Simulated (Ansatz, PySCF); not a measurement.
HMoO₃, SMILES [O]=[Mo+](=[O])[OH], charge +1, multiplicity 1. Atoms are numbered in the order given.

```xyz
5

Mo     0.0844    -0.3217     0.0000
O      0.7859     0.4049    -1.2970
O      0.7859     0.4049     1.2970
O     -1.6730     0.0473     0.0000
H     -2.4188     0.6734     0.0000
```
Charge +1, spin multiplicity 1.

Geometry: PBE0-D3(BJ)/def2-SVP. The spin state was assumed, not searched. The isomer is the one that the SMILES or the coordinates give; other isomers of the formula were not compared. The def2 effective core potentials stand for the cores of Mo; spin–orbit coupling is left out. One conformer was computed; it need not be the lowest.

Two levels are set side by side: PBE-D3(BJ)/def2-SVP (Ansatz, an electronic-structure program) and PBE0-D3(BJ)/def2-SVP (Ansatz). Each level has its own optimised geometry; the coordinates shown are those of the second. Frequencies come from the Hessian of PySCF at each geometry. Differences are taken from unrounded values.

```
quantity                            PBE0-D3(BJ)  PBE-D3(BJ)  PBE-D3(BJ) minus PBE0-D3(BJ)
----------------------------------  -----------  ----------  ----------------------------
mean bond length (Å)                      1.514       1.535                         0.021
bond Mo1–O2 (Å)                           1.644       1.671                         0.027
bond Mo1–O3 (Å)                           1.644       1.671                         0.027
bond Mo1–O4 (Å)                           1.796       1.813                         0.018
bond O4–H5 (Å)                            0.974       0.985                         0.011
highest harmonic wavenumber (cm⁻¹)         3792        3643                          -149
mean harmonic wavenumber (cm⁻¹)             938         896                           -42
zero-point energy (kcal/mol)              12.07       11.53                         -0.54
```

GGA bonds tend to be longer and softer than those of functionals with exact exchange. Differences between two approximate levels are no errors against the true value.
